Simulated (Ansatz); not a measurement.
System: CH₃BI, net charge 0, doublet state. It need not be the lowest isomer of its formula. 
Geometry from a B3LYP-D3(BJ)/def2-TZVP (Ansatz, a quantum-chemistry and plane-wave program) optimisation:
```
C
H 1 1.0915
H 1 1.0940 2 109.51
H 1 1.0988 2 106.96 3 -115.52
B 1 1.5427 2 112.94 4 -117.21
I 5 2.1165 1 127.21 2 -159.61
```
Charge 0, spin multiplicity 2.

Dipole moments at this geometry, in debye (magnitudes).

```json
[
 {"level": "SVWN5/def2-TZVPD", "program": "Ansatz", "dipole (D)": "1.48"},
 {"level": "BLYP/def2-TZVPD", "program": "Ansatz", "dipole (D)": "1.34"},
 {"level": "B97M-V/def2-TZVPD", "program": "Ansatz", "dipole (D)": "1.39"},
 {"level": "B3LYP/def2-TZVPD", "program": "Ansatz", "dipole (D)": "1.41"},
 {"level": "PBE0/def2-TZVPD", "program": "Ansatz", "dipole (D)": "1.47"},
 {"level": "BHLYP/def2-TZVPD", "program": "Ansatz", "dipole (D)": "1.50"},
 {"level": "HSE06/def2-TZVPD", "program": "Ansatz", "dipole (D)": "[?]"},
 {"level": "CAM-B3LYP/def2-TZVPD", "program": "Ansatz", "dipole (D)": "1.47"},
 {"level": "LC-wPBE/def2-TZVPD", "program": "Ansatz", "dipole (D)": "1.54"},
 {"level": "CCSD(T)/def2-SVPD", "program": "Ansatz", "dipole (D)": "[?]"}
]
```

Problem. Some entries are withheld; supply them.

Solution. 
- HSE06/def2-TZVPD, dipole (D): 1.48
- CCSD(T)/def2-SVPD, dipole (D): 1.26
